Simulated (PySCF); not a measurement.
Simulation results for AlB$_{2}$H$_{4}$O, AlB$_{2}$H$_{5}$N, CH$_{6}$AlB$_{2}$, CH$_{4}$AlB$_{2}$

Computed with PySCF 2.14.0. Calculation on a computer-drawn molecule: the log of a Hartree-Fock and frozen-core CCSD(T) single point meant for a local Hartree-Fock minimum, with one planted fault or none, to be diagnosed. Offsets are logged minus clean, where the clean run is the same molecule without the fault. The reference is restricted for singlets and unrestricted otherwise, and also for a bond in bohr or an excited solution. Adding or removing an electron swaps singlet and doublet. The excited solution moves the top pair (singlet) or top alpha electron (doublet) to the lowest empty orbital. Highest occupied and lowest empty are orbital energies over both spins, largest force is the largest gradient component, triples share is (T) over the correlation energy, the T1 limit is 0.02 restricted and 0.045 unrestricted, electrons count all cores, a negative frequency is imaginary (commonest isotopes), and the dipole is about the centre of nuclear charge.

Common to all runs: meant charge 0; meant multiplicity 2; meant basis cc-pV(D+d)Z; logged SCF converged yes; possible faults no fault, one electron removed, one electron added, multiplicity raised by two, geometry at a saddle point, SCF held on an excited solution, minimal basis STO-3G, one bond length entered in bohr, all coordinates scaled.

(1) AlB$_{2}$H$_{4}$O

Logged structure:
```xyz
8
AlB2H4O
B      1.9245     3.2543     1.4754
O      1.3356     2.0412     1.4291
B      0.3471     1.6163     0.5577
Al    -0.3954    -0.4122     0.7457
H      2.7775     3.5041     2.2856
H     -0.0349     2.4229    -0.2572
H      0.2718    -1.6075    -0.0576
H     -2.7362    -1.0475     2.5102
```

| Quantity | Value |
| --- | --- |
| logged electrons | 35 |
| logged basis functions | 85 |
| logged spin squared | 1.576 |
| logged highest occupied | -7.8801 eV |
| logged lowest empty | 0.6106 eV |
| logged largest force | 0.0080053 hartree/bohr |
| logged T1 diagnostic | 0.053018 |
| logged D1 diagnostic | 0.23391 |
| logged triples share | 0.031903 |
| logged CC converged | yes |
| logged dipole magnitude | 0.4765 debye |
| logged SCF stable within its kind | yes |
| logged energy HF | -368.36446 hartree |
| logged energy CCSD(T) | -368.7956 hartree |
| planted fault | one bond length entered in bohr, row 7 of the drawn bonds |
| HF energy offset from clean run | 60.54 kcal/mol |
| CCSD(T) energy offset from clean run | 66.33 kcal/mol |

Drawn bonds:
```
atom  other atom  order
   1           2      1
   2           3      1
   3           4      1
   1           5      1
   3           6      1
   4           7      1
   4           8      1
```

Notes: T1 above single-reference limit.

(2) AlB$_{2}$H$_{5}$N

Logged structure:
```xyz
9
AlB2H5N
B     -1.0452    -2.0809    -1.8142
Al     0.2781    -0.4295    -1.4976
B      0.3015     0.7500     0.4158
N      1.2059     1.8607     0.6015
H     -1.8122    -3.0339    -1.9907
H      1.2799    -0.0915    -2.7707
H     -0.4553     0.4971     1.3824
H      1.2392     2.4229     1.4730
H      1.8849     2.1796    -0.1130
```

| Item | Value |
| --- | --- |
| logged electrons | 35 |
| logged basis functions | 90 |
| logged spin squared | 0.7597 |
| logged highest occupied | -7.7965 eV |
| logged lowest empty | 0.84143 eV |
| logged largest force | 0.027685 hartree/bohr |
| logged T1 diagnostic | 0.019925 |
| logged D1 diagnostic | 0.071963 |
| logged triples share | 0.02926 |
| logged CC converged | yes |
| logged dipole magnitude | 1.7692 debye |
| logged SCF stable within its kind | yes |
| logged energy HF | -348.58364 hartree |
| logged energy CCSD(T) | -349.03021 hartree |
| planted fault | all coordinates scaled, by +3.7 % |
| HF energy offset from clean run | 6.12 kcal/mol |
| CCSD(T) energy offset from clean run | 3.48 kcal/mol |

Drawn bonds:
```
atom  other atom  order
   1           2      1
   2           3      1
   3           4      1
   1           5      1
   2           6      1
   3           7      1
   4           8      1
   4           9      1
```

(3) AlB$_{2}$H$_{5}$N

Logged structure:
```xyz
9
AlB2H5N
B     -1.0079    -2.0067    -1.7495
Al     0.2682    -0.4142    -1.4442
B      0.2907     0.7233     0.4010
N      1.1629     1.7944     0.5801
H     -1.7475    -2.9256    -1.9197
H      1.2343    -0.0883    -2.6718
H     -0.4391     0.4794     1.3330
H      1.1950     2.3364     1.4204
H      1.8177     2.1019    -0.1090
```

| Property | Result |
| --- | --- |
| logged electrons | 34 |
| logged basis functions | 90 |
| logged spin squared | 0 |
| logged highest occupied | -14.282 eV |
| logged lowest empty | -5.9915 eV |
| logged largest force | 0.044727 hartree/bohr |
| logged T1 diagnostic | 0.023159 |
| logged D1 diagnostic | 0.069794 |
| logged triples share | 0.028648 |
| logged CC converged | yes |
| logged dipole magnitude | 7.1656 debye |
| logged SCF stable within its kind | yes |
| logged energy HF | -348.34114 hartree |
| logged energy CCSD(T) | -348.77275 hartree |
| planted fault | one electron removed |
| HF energy offset from clean run | 158.3 kcal/mol |
| CCSD(T) energy offset from clean run | 165 kcal/mol |

Drawn bonds:
```
atom  other atom  order
   1           2      1
   2           3      1
   3           4      1
   1           5      1
   2           6      1
   3           7      1
   4           8      1
   4           9      1
```

Notes: T1 above single-reference limit.

(4) CH$_{6}$AlB$_{2}$

Logged structure:
```xyz
10
CH6AlB2
B     -0.5569    -0.5663     2.7320
Al    -0.6452     0.9144     1.3045
C     -0.6121     0.4769    -0.6414
B     -1.5890    -0.6802    -0.8995
H     -0.4903    -1.4169     3.5611
H     -0.6875     2.4217     1.7792
H      1.3834    -0.0262    -0.9138
H     -0.8397     1.4160    -1.1523
H     -1.2548    -1.8240    -0.7146
H     -2.7322    -0.4728    -1.2186
```

| Item | Value |
| --- | --- |
| logged electrons | 35 |
| logged basis functions | 95 |
| logged spin squared | 1.4481 |
| logged highest occupied | -8.2748 eV |
| logged lowest empty | 0.87686 eV |
| logged largest force | 0.022033 hartree/bohr |
| logged T1 diagnostic | 0.056273 |
| logged D1 diagnostic | 0.2522 |
| logged triples share | 0.037296 |
| logged CC converged | yes |
| logged dipole magnitude | 0.60784 debye |
| logged SCF stable within its kind | yes |
| logged energy HF | -332.44055 hartree |
| logged energy CCSD(T) | -332.85727 hartree |
| planted fault | one bond length entered in bohr, row 6 of the drawn bonds |
| HF energy offset from clean run | 76.09 kcal/mol |
| CCSD(T) energy offset from clean run | 78.5 kcal/mol |

Drawn bonds:
```
atom  other atom  order
   1           2      1
   2           3      1
   3           4      1
   1           5      1
   2           6      1
   3           7      1
   3           8      1
   4           9      1
   4          10      1
```

Notes: T1 above single-reference limit.

(5) CH$_{4}$AlB$_{2}$

Logged structure:
```xyz
8
CH4AlB2
B     -0.3204    -0.5163    -3.1137
Al    -1.5478    -2.0737    -2.5234
C     -2.3237    -2.2178    -0.7531
B     -1.9944    -1.1935     0.0960
H      0.3881     0.3675    -3.4801
H     -1.8508    -3.1934    -3.6001
H     -2.9518    -3.0789    -0.5574
H     -1.6472    -0.2678     0.7351
```

| Quantity | Value |
| --- | --- |
| logged electrons | 33 |
| logged basis functions | 85 |
| logged spin squared | 0.7622 |
| logged highest occupied | -7.7486 eV |
| logged lowest empty | 0.41876 eV |
| logged largest force | 0.010306 hartree/bohr |
| logged dipole magnitude | 1.6271 debye |
| logged SCF stable within its kind | no |
| logged energy HF | -331.34729 hartree |
| planted fault | SCF held on an excited solution |
| HF energy offset from clean run | 7.187 kcal/mol |

Drawn bonds:
```
atom  other atom  order
   1           2      1
   2           3      1
   3           4      2
   1           5      1
   2           6      1
   3           7      1
   4           8      1
```

Notes: coupled-cluster numbers left out as unreliable.

(6) AlB$_{2}$H$_{5}$N

Logged structure:
```xyz
9
AlB2H5N
B      0.8740    -1.0649    -2.6458
Al    -0.3582     0.2524    -1.6578
N     -0.5490     1.9318    -2.3039
B      0.0833     2.4446    -3.4490
H      1.5889    -1.8374    -3.1979
H     -1.1535    -0.1391    -0.3518
H     -1.1513     2.5789    -1.8265
H      0.8253     1.7297    -4.0814
H     -0.0976     3.5782    -3.8127
```

| Item | Value |
| --- | --- |
| logged electrons | 35 |
| logged basis functions | 90 |
| logged spin squared | 3.7608 |
| logged highest occupied | -8.7128 eV |
| logged lowest empty | -1.1919 eV |
| logged largest force | 0.014948 hartree/bohr |
| logged T1 diagnostic | 0.024236 |
| logged D1 diagnostic | 0.12145 |
| logged triples share | 0.027796 |
| logged CC converged | yes |
| logged dipole magnitude | 2.3784 debye |
| logged SCF stable within its kind | yes |
| logged energy HF | -348.53316 hartree |
| logged energy CCSD(T) | -348.95462 hartree |
| planted fault | ? |

Drawn bonds:
```
atom  other atom  order
   1           2      1
   2           3      1
   3           4      1
   1           5      1
   2           6      1
   3           7      1
   4           8      1
   4           9      1
```

**Q.** Which fault was planted in the run of AlB$_{2}$H$_{5}$N (entry 6)?
**A.** multiplicity raised by two

Further results for AlB$_{2}$H$_{5}$N (entry 6):

| Property | Result |
| --- | --- |
| HF energy offset from clean run | 65.06 kcal/mol |
| CCSD(T) energy offset from clean run | 74.35 kcal/mol |
